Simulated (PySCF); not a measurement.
C₂HCl₂ (SMILES Cl[C]=CCl), doublet (typed; the unrestricted solution is spin-contaminated), geometry from GFN2-xTB; PySCF with CCSD(T)/3-21G.

Here is a job for PySCF.
```python
from pyscf import gto, scf, cc

mol = gto.Mole()
mol.atom = '''
    Cl    1.83526378   -0.19392347    0.10983362
    C     0.39670857   -0.97066972    0.11189349
    C    -0.86870077   -0.74728406    0.02765196
    Cl   -1.57280891    0.88873618   -0.16270668
    H    -1.62977964   -1.50409344    0.06156942
'''
mol.basis = '3-21g'
mol.spin = 1
mol.verbose = 5
mol.build()

mf = scf.UHF(mol)
mf.kernel()

mycc = cc.CCSD(mf)
mycc.kernel()
et = mycc.ccsd_t()
print('E(CCSD(T)) = %.10f' % (mycc.e_tot + et))
mf.analyze()
```

Question: Predict the main parts of the log of this PySCF run.

Answer: 
```
PySCF version 2.14.0

[INPUT] verbose = 5
[INPUT] max_memory = 4000
[INPUT] num. atoms = 5
[INPUT] num. electrons = 47
[INPUT] charge = 0
[INPUT] spin (= nelec alpha-beta = 2S) = 1
[INPUT] symmetry False subgroup None
[INPUT] Mole.unit = angstrom
[INPUT] Symbol           X                Y                Z      unit          X                Y                Z       unit  Magmom
[...]
[INPUT] ---------------- BASIS SET ----------------
[INPUT] l, kappa, [nprim/nctr], expnt,             c_1 c_2 ...
[INPUT] C
[...]
                                25.9109           0.358794
                                5.53335           0.700713
[...]
                                0.770545          1.21584
[...]
                                0.770545          0.860619
[...]
[INPUT] Cl
[...]
                                207.857           0.380363
                                45.1554           0.67819
[...]
                                13.9765           0.0511338
                                3.8871            0.991337
[...]
                                0.526955          1.18252
[...]
                                13.9765           0.458682
                                3.8871            0.601962
[...]
                                0.526955          0.822321
[...]
[INPUT] H
[...]
                                0.824547          0.904691
[...]
nuclear repulsion = 170.602136853397
number of shells = 26
number of NR pGTOs = 87
number of NR cGTOs = 46
basis = 3-21g
ecp = {}

******** <class 'pyscf.scf.uhf.UHF'> ********
method = UHF
initial guess = minao
damping factor = 0
level_shift factor = 0
DIIS = <class 'pyscf.scf.diis.CDIIS'>
diis_start_cycle = 1
diis_space = 8
diis_damp = 0
SCF conv_tol = 1e-09
SCF conv_tol_grad = None
SCF max_cycles = 50
direct_scf = True
direct_scf_tol = 1e-13
number electrons alpha = 24  beta = 23
Set gradient conv threshold to 3.16228e-05
E1 = -1705.2489253379058  E2 = 544.1533517739011  Ecoul = 609.9889935038904  Exc = -65.83564172998922
init E= -990.493436710607
cond(S) = 382.56039866851205

  alpha mo_energy =
[-104.17458658 -104.16928737  -11.25393664  -11.2415869   -10.57297376
  -10.56517842   -8.03296477   -8.02923641   -8.02923425   -8.0259696
   -8.02390469   -8.02389811   -1.48647407   -1.25317747   -1.05703125
   -0.75918349   -0.58247759   -0.57610686   -0.51734163   -0.46940052
   -0.46903494   -0.4098002    -0.2290056    -0.14853451    0.11824642
    0.12597549    0.17252528    0.32783661    0.54970795    0.61698291
    0.67998983    0.71172531    0.7478638     0.76269087    0.77255116
    0.78562846    0.84706974    0.96469229    0.96748494    1.0175822
    1.05771946    1.17161565    1.27092434    1.44529066    1.58626719
    1.94436103]
  beta  mo_energy =
[-104.17458658 -104.16928737  -11.25393664  -11.2415869   -10.57297376
  -10.56517842   -8.03296477   -8.02923641   -8.02923425   -8.0259696
   -8.02390469   -8.02389811   -1.48647407   -1.25317747   -1.05703125
   -0.75918349   -0.58247759   -0.57610686   -0.51734163   -0.46940052
   -0.46903494   -0.4098002    -0.2290056    -0.14853451    0.11824642
    0.12597549    0.17252528    0.32783661    0.54970795    0.61698291
    0.67998983    0.71172531    0.7478638     0.76269087    0.77255116
    0.78562846    0.84706974    0.96469229    0.96748494    1.0175822
    1.05771946    1.17161565    1.27092434    1.44529066    1.58626719
    1.94436103]
multiplicity <S^2> = 0.75  2S+1 = 2
E1 = -1704.754579814436  E2 = 543.8804916887206  Ecoul = 609.4855473404197  Exc = -65.6050556516991
cycle= 1 E= -990.271951272318  delta_E= 0.221  |g|= 0.315  |ddm|= 1.93
  alpha mo_energy =
[-1.04189398e+02 -1.04020043e+02 -1.15348460e+01 -1.14462876e+01
 -1.05901819e+01 -1.04333285e+01 -8.05524134e+00 -8.04957135e+00
 -8.04749678e+00 -7.89865711e+00 -7.89068900e+00 -7.89038974e+00
 -1.32735522e+00 -1.20457629e+00 -1.07334836e+00 -8.33673692e-01
 -7.52689301e-01 -6.73475017e-01 -6.46032794e-01 -5.65989913e-01
 -5.14292543e-01 -4.41055937e-01 -4.32149575e-01 -4.15837988e-01
  5.47440777e-02  1.12616339e-01  1.71898135e-01  2.87479204e-01
  4.91036835e-01  5.96185524e-01  6.84775474e-01  7.25290277e-01
  7.35629039e-01  7.75221856e-01  8.01443328e-01  8.23040820e-01
  8.43588682e-01  8.71617476e-01  8.76455901e-01  9.27776572e-01
  9.59445873e-01  1.07343258e+00  1.19893218e+00  1.36050147e+00
  1.48731757e+00  1.85457505e+00]
  beta  mo_energy =
[-1.04187742e+02 -1.04018072e+02 -1.15208642e+01 -1.14409458e+01
 -1.05883836e+01 -1.04309518e+01 -8.05242533e+00 -8.04668182e+00
 -8.04458899e+00 -7.89154625e+00 -7.88934307e+00 -7.88931513e+00
 -1.29356749e+00 -1.18272252e+00 -1.04388353e+00 -8.20186696e-01
 -7.02435735e-01 -6.33165107e-01 -5.98906471e-01 -5.35510502e-01
 -5.08451134e-01 -4.34056617e-01 -4.06836334e-01 -5.09625153e-02
  7.46332978e-02  1.51371706e-01  1.99740984e-01  3.05694347e-01
  5.11035611e-01  6.02525606e-01  6.98601947e-01  7.35007155e-01
  7.38689804e-01  7.84166666e-01  8.17713702e-01  8.26251002e-01
  8.73116752e-01  8.83400240e-01  8.95865932e-01  9.58464288e-01
  9.66288229e-01  1.08800430e+00  1.20632714e+00  1.37211426e+00
  1.49743843e+00  1.86898616e+00]
multiplicity <S^2> = 0.75335363  2S+1 = 2.0033508
E1 = -1705.603523404085  E2 = 544.661448684468  Ecoul = 610.3272689129956  Exc = -65.66582022852754
cycle= 2 E= -990.33993786622  delta_E= -0.068  |g|= 0.169  |ddm|= 0.89
  alpha mo_energy =
[-104.18744374 -104.1371801   -11.29404976  -11.28432513  -10.58350258
  -10.52826494   -8.04861585   -8.04378729   -8.04151625   -7.99508297
   -7.98737339   -7.98710557   -1.25649685   -1.16922253   -1.03800184
   -0.78600486   -0.69281973   -0.63847169   -0.59050846   -0.55460197
   -0.50964733   -0.47395785   -0.39760937   -0.39433095    0.13634882
    0.16438024    0.22022116    0.32946324    0.54509929    0.61863201
    0.6951977     0.72608093    0.75070411    0.76962165    0.78812076
    0.8072147     0.85654843    0.94159737    0.94815573    0.97480355
[...]
converged SCF energy = -990.367791290224  <S^2> = 0.97485757  2S+1 = 2.2134657
E(UCCSD) = -990.6546429864612  E_corr = -0.2868516962368701
E(CCSD(T)) = -990.6633780063
Total Energy =                        -990.367791290224318
[...]
0 Cl 4pz        -0.07415   0.00656   0.00522   0.00056   0.00063
1 C 1s           0.00000   0.00005   0.00076  -0.00143   0.00526
1 C 2s           0.00000   0.14794   0.01434   0.13921  -0.05111
1 C 3s          -0.00000   0.20083   0.22049  -0.16578   0.59677
1 C 2px          0.01032  -0.36020  -0.08134  -0.15870  -0.10152
1 C 2py         -0.01966   0.02661   0.08751   0.01125  -0.01812
1 C 2pz         -0.20717  -0.02047  -0.01236  -0.00897  -0.00334
1 C 3px         -0.04320   0.22711   0.04791   0.53233   0.25047
1 C 3py          0.08231  -0.33196  -0.08034   0.30670   0.18124
1 C 3pz          0.86717   0.04282   0.01001  -0.00259  -0.00472
2 C 1s           0.00000   0.00119   0.00017  -0.00153   0.00600
2 C 2s          -0.00000  -0.26311   0.09823  -0.02619  -0.08768
2 C 3s           0.00000  -0.18406   0.06023  -0.13177   0.66343
2 C 2px         -0.00688  -0.20495  -0.17184  -0.27771   0.07029
2 C 2py          0.01312   0.14652  -0.22456  -0.02026   0.02344
2 C 2pz          0.13819  -0.02412   0.01275  -0.01191   0.00128
2 C 3px          0.02035   0.46941   0.17150   0.12630  -0.12506
2 C 3py         -0.03878   0.03513   0.63948  -0.44985  -0.12910
2 C 3pz         -0.40855   0.02005  -0.05215   0.04899   0.00602
3 Cl 1s          0.00000  -0.00050   0.00012   0.00016   0.00034
3 Cl 2s         -0.00000   0.00252  -0.00051  -0.00084  -0.00161
3 Cl 3s         -0.00000  -0.03494   0.03188  -0.02356   0.01800
3 Cl 4s         -0.00000   0.14034  -0.07061   0.00386  -0.09401
3 Cl 2px        -0.00001   0.00059   0.00096  -0.00050  -0.00108
3 Cl 2py         0.00002  -0.00169  -0.00009   0.00151   0.00109
3 Cl 2pz         0.00021   0.00019   0.00006  -0.00017  -0.00016
3 Cl 3px         0.00079  -0.01206   0.03495   0.00475   0.00947
3 Cl 3py        -0.00150   0.05215  -0.03954   0.04342  -0.03540
3 Cl 3pz        -0.01582  -0.00555   0.00549  -0.00388   0.00383
3 Cl 4px         0.00019   0.03317   0.11023   0.01305  -0.06458
3 Cl 4py        -0.00036  -0.07451  -0.00672   0.10698   0.04028
3 Cl 4pz        -0.00383   0.00872   0.00613  -0.00950  -0.00704
4 H 1s          -0.00000   0.05145  -0.29652  -0.16786   0.11256
4 H 2s          -0.00000  -0.40258   0.49806   0.42185  -0.05568
               #46
0 Cl 1s          0.00000
0 Cl 2s         -0.00013
0 Cl 3s          0.00540
0 Cl 4s         -0.06816
0 Cl 2px        -0.00075
0 Cl 2py         0.00020
0 Cl 2pz        -0.00006
0 Cl 3px        -0.02467
0 Cl 3py        -0.00531
0 Cl 3pz        -0.00072
0 Cl 4px        -0.02931
0 Cl 4py         0.01862
0 Cl 4pz        -0.00323
1 C 1s           0.00796
1 C 2s          -0.18532
1 C 3s           0.64516
1 C 2px          0.14659
1 C 2py         -0.03692
1 C 2pz          0.01081
1 C 3px          0.01098
1 C 3py          0.12072
1 C 3pz         -0.01091
2 C 1s          -0.00905
2 C 2s           0.19283
2 C 3s          -0.64599
2 C 2px          0.14017
2 C 2py         -0.02760
2 C 2pz          0.00960
2 C 3px         -0.07134
2 C 3py         -0.12952
2 C 3pz          0.00874
3 Cl 1s          0.00028
3 Cl 2s         -0.00136
3 Cl 3s         -0.00478
3 Cl 4s          0.01761
3 Cl 2px        -0.00137
3 Cl 2py         0.00161
3 Cl 2pz        -0.00022
3 Cl 3px        -0.01127
3 Cl 3py         0.01124
3 Cl 3pz        -0.00163
3 Cl 4px        -0.06021
3 Cl 4py         0.04079
3 Cl 4pz        -0.00687
4 H 1s          -0.04176
4 H 2s           0.01907

To work with the spin densities directly, `use mulliken_meta_spin()` only printing them here.

 ** Mulliken spin pop alpha/beta on meta-lowdin orthogonal AOs **
 ** Mulliken Spin Density (per AO)  **
spin_pop of  0 Cl 1s        0.00000
spin_pop of  0 Cl 2s        0.00000
spin_pop of  0 Cl 3s        0.00510
spin_pop of  0 Cl 4s        0.00150
spin_pop of  0 Cl 2px      -0.00000
spin_pop of  0 Cl 2py       0.00000
spin_pop of  0 Cl 2pz       0.00000
spin_pop of  0 Cl 3px      -0.06073
spin_pop of  0 Cl 3py       0.07238
spin_pop of  0 Cl 3pz       0.02668
spin_pop of  0 Cl 4px       0.00083
spin_pop of  0 Cl 4py       0.00106
spin_pop of  0 Cl 4pz       0.00076
spin_pop of  1 C 1s       -0.00002
spin_pop of  1 C 2s        0.20252
spin_pop of  1 C 3s        0.00167
spin_pop of  1 C 2px       0.07231
spin_pop of  1 C 2py       0.67599
spin_pop of  1 C 2pz       0.41955
spin_pop of  1 C 3px      -0.00110
spin_pop of  1 C 3py       0.00157
spin_pop of  1 C 3pz       0.00089
spin_pop of  2 C 1s        0.00001
spin_pop of  2 C 2s       -0.05541
spin_pop of  2 C 3s        0.00037
spin_pop of  2 C 2px      -0.04886
spin_pop of  2 C 2py      -0.08981
spin_pop of  2 C 2pz      -0.42002
spin_pop of  2 C 3px       0.00079
spin_pop of  2 C 3py       0.00021
spin_pop of  2 C 3pz      -0.00121
spin_pop of  3 Cl 1s        0.00000
spin_pop of  3 Cl 2s       -0.00000
spin_pop of  3 Cl 3s       -0.00299
spin_pop of  3 Cl 4s       -0.00056
spin_pop of  3 Cl 2px       0.00000
spin_pop of  3 Cl 2py       0.00001
spin_pop of  3 Cl 2pz      -0.00000
spin_pop of  3 Cl 3px       0.03945
spin_pop of  3 Cl 3py       0.12384
spin_pop of  3 Cl 3pz      -0.01736
spin_pop of  3 Cl 4px       0.00011
spin_pop of  3 Cl 4py      -0.00014
spin_pop of  3 Cl 4pz      -0.00026
spin_pop of  4 H 1s        0.05103
spin_pop of  4 H 2s       -0.00016
 ** Mulliken Spin Density (per atom)  **
spin density of  0 Cl =      0.04758
spin density of  1 C =      1.37339
spin density of  2 C =     -0.61394
spin density of  3 Cl =      0.14211
spin density of  4 H =      0.05087
 ** Mulliken pop alpha/beta on meta-lowdin orthogonal AOs **
 ** Mulliken pop       alpha | beta **
In total            24.00000 | 23.00000
 ** Mulliken atomic charges   ( Nelec_alpha | Nelec_beta ) **
charge of  0Cl =      0.07138  (     8.48810      8.44052 )
charge of  1C =     -0.02932  (     3.70135      2.32797 )
charge of  2C =     -0.11581  (     2.75093      3.36488 )
charge of  3Cl =     -0.08342  (     8.61276      8.47066 )
charge of  4H =      0.15717  (     0.44685      0.39598 )
Dipole moment(X, Y, Z, Debye): -0.13189, -1.53320,  0.13895
```
